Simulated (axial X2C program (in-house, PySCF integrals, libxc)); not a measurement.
**Potential curves of GeSe⁻, with spin–orbit coupling**

Calculated with an in-house all-electron X2C program for linear molecules (integrals from PySCF). Two-component (2c) means X2C with spin–orbit coupling and atomic mean-field two-electron Coulomb and Gaunt terms. Basis: Se dyall-acv3z [9s10p7d5f1g], Ge dyall-acv3z [10s10p8d5f1g] (cores contracted in-house); Gaussian nuclei, density fitting, unrestricted open shells. Masses: Se 79.917 u, Ge 73.921 u.

State: Ω = 1/2 (⟨Sz⟩ = -0.50, ⟨Lz⟩ = 1.00 at HF). Energies in cm⁻¹ from the lowest point of each curve. Fits are polynomials in 1 − R0/R over 0.85 to 1.23 times the lowest point R0.

```tsv
R (Å)	HF	PBE0
1.9575	8407	7889
2.0475	3505	3259
2.1150	1402	1287
2.1825	312	276
2.2500	0	0
2.3287	373	375
2.4075	1322	1296
2.5088		3021
2.6325		5606
2.8125		9648
```

One determinant describes the state; a PBE0 search over occupations chose it and may have missed a lower one. Density functionals use the spin component along the axis (collinear). The functionals have no current-density term, which raises determinants with orbital currents, atoms included. Some points did not converge and are left out. The highest occupied level of some functionals is positive through self-interaction error; at Hartree–Fock it is bound.

Task: What are Re and ωe at the HF level?

Result: At HF, 2c: Re = 2.249 Å, ωe ≈ 338 cm⁻¹; Be follows as 0.0868 cm⁻¹.

Task: What are Re and ωe at the PBE0 level?

Result: At PBE0, 2c: Re = 2.246 Å, ωe ≈ 330 cm⁻¹; Be follows as 0.087 cm⁻¹.
